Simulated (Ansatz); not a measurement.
Reaction (ligand exchange at a Zr–O bond): `[OH][Zr]([F])([F])[F]` + NH₃ → `[NH2][Zr]([F])([F])[F]` + H₂O

Gas-phase electronic energies from Ansatz, PBE0-D4/def2-TZVP geometries. CCSD(T)/CBS adds triple-zeta CCSD(T) − MP2 to the extrapolated MP2 energy (def2 sets, frozen cores). This one scheme is used for every species. Functionals use def2-TZVPP. Elements past krypton have def2 core potentials. For Zr outer-core shells are correlated without core-valence functions, which leaves a few kJ/mol of doubt a bond. One conformer a species, not always the lowest.

**Question.** Is it downhill or uphill in electronic energy at CCSD(T)/CBS, and by how much? (Best estimate.)

**Answer.** Ansatz gave: Uphill: ΔE = +69.9 kJ/mol.

**Question.** What do these levels give: LDA (SPW92), PBE-D4, PBE0-D4, CAM-B3LYP-D4, BHLYP, CCSD/CBS(def2)? (An estimate is asked.)

**Answer.** The calculation gave: LDA (SPW92) 70.3, PBE-D4 68.5, PBE0-D4 69.1, CAM-B3LYP-D4 76.0, BHLYP 75.8, CCSD/CBS(def2) 70.6 kJ/mol.

Largest T1 diagnostic among the species: 0.017.

Leaving LDA and LC-ωPBE aside and taking each functional with its dispersion term where it has one, the values, not all of them listed here, spread over 9.0 kJ/mol, from revPBE-D4 to CAM-B3LYP-D4. At CCSD(T), def2-SVP lies +13.3 kJ/mol from the extrapolated value and def2-TZVPP +1.2 kJ/mol. In def2-TZVPP, CCSD(T) changes the Hartree–Fock value by −7.5 kJ/mol (the triples alone add −0.6 kJ/mol) and MP2 by −6.5 kJ/mol.
